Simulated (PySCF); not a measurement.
Job file and geometry (Å, from PBE0-D3(BJ)/def2-SVP) of a spin–spin coupling run on `InChI=1S/4H2O.Zn/h4*1H2;/q;;;;+2/p-4`, B3LYP/pcJ-1 Zn:pcSseg-1 indirect spin-spin coupling, non-relativistic, gas phase (PySCF); density fitting, a coarse starting grid and PySCF grid level 2 are the driver's defaults:

```
{"job": {"kind": "j", "xc": "B3LYP", "basis": "pcJ-1"}, "charge": -2, "multiplicity": 1}
O      0.251003     1.763401    -1.572119
Zn     0.181559     0.193045    -0.395416
O     -1.232748     0.505356     1.034285
O     -0.351017    -1.676412    -0.941495
O      1.692161    -0.365384     0.816074
H     -0.380956     2.242909    -1.019512
H     -0.533359     0.217173     1.641022
H     -0.995670    -1.603155    -0.221238
H      1.396138    -1.264952     0.608048
```

Task: Write the output of this run.

Result: 
```
coarse grid: 38048 points
cycle   1  E = -2081.8913870426  dE =  3.626e-02  |g| = 2.002e+00  |ddm| = 2.522e+00
cycle   2  E = -2080.5177338341  dE =  1.374e+00  |g| = 3.538e+00  |ddm| = 3.764e+00
cycle   3  E = -2082.5161500549  dE = -1.998e+00  |g| = 2.549e-01  |ddm| = 2.777e+00
cycle   4  E = -2082.5176495085  dE = -1.499e-03  |g| = 2.105e-01  |ddm| = 1.622e-01
cycle   5  E = -2082.5213992653  dE = -3.750e-03  |g| = 1.754e-02  |ddm| = 7.479e-02
cycle   6  E = -2082.5214550260  dE = -5.576e-05  |g| = 2.184e-03  |ddm| = 1.695e-02
cycle   7  E = -2082.5214554631  dE = -4.372e-07  |g| = 1.563e-03  |ddm| = 2.328e-03
final grid: 79360 points
cycle   8  E = -2082.5214002475  dE =  1.030e-06  |g| = 3.093e-03  |ddm| = 3.206e-03
cycle   9  E = -2082.5213959372  dE =  4.310e-06  |g| = 5.957e-03  |ddm| = 5.663e-03
cycle  10  E = -2082.5214018435  dE = -5.906e-06  |g| = 7.399e-05  |ddm| = 3.729e-03
cycle  11  E = -2082.5214018444  dE = -8.195e-10  |g| = 2.221e-05  |ddm| = 5.863e-05
converged SCF energy = -2082.5214018444

Indirect spin-spin couplings (Hz)
  i      j    bonds     total        FC       PSO       DSO        SD
  0 O    2 O    2     -1.319    -0.652    -0.817    -0.024     0.173
  0 O    3 O    2      0.723     0.920    -0.348    -0.040     0.191
  0 O    4 O    2      0.614     0.786    -0.334    -0.038     0.201
  0 O    5 H    1    -54.205   -31.098   -20.639    -0.606    -1.862
  0 O    6 H    3      0.306     0.043    -0.107     0.353     0.017
  0 O    7 H    3      0.271     0.086    -0.182     0.387    -0.020
  0 O    8 H    3      0.403     0.121    -0.155     0.436     0.001
  2 O    3 O    2     -2.401    -0.945    -1.602    -0.013     0.158
  2 O    4 O    2     -2.563    -1.053    -1.666    -0.012     0.168
  2 O    5 H    3      0.291     0.204     0.209    -0.212     0.089
  2 O    6 H    1    -53.403   -32.153   -18.884    -0.617    -1.748
  2 O    7 H    3      0.427     0.476     0.246    -0.375     0.080
  2 O    8 H    3      0.683     0.380     0.097     0.112     0.094
  3 O    4 O    2     -2.787    -0.892    -2.060    -0.010     0.176
  3 O    5 H    3      0.154    -0.013    -0.161     0.363    -0.035
  3 O    6 H    3      0.613     0.339     0.066     0.117     0.091
  3 O    7 H    1    -53.600   -32.406   -18.803    -0.619    -1.772
  3 O    8 H    3      0.589     0.754     0.181    -0.415     0.070
  4 O    5 H    3      0.348     0.171    -0.109     0.301    -0.015
  4 O    6 H    3      0.473     0.524     0.246    -0.385     0.088
  4 O    7 H    3      0.758     0.415     0.134     0.098     0.111
  4 O    8 H    1    -53.890   -33.236   -18.329    -0.623    -1.702
  5 H    6 H    4     -0.283     0.004     0.652    -0.914    -0.025
  5 H    7 H    4     -0.787     0.011     1.183    -1.996     0.016
  5 H    8 H    4     -1.065    -0.005     2.310    -3.373     0.003
  6 H    7 H    4      0.453     0.168    -1.548     1.899    -0.066
  6 H    8 H    4      0.450     0.183    -1.488     1.823    -0.068
  7 H    8 H    4      0.551     0.202    -1.715     2.140    -0.075
```

Size and cost of the density-fitted run: 193 basis functions, 43 s wall time on 1 thread of an Arm Neoverse V1, shared host.
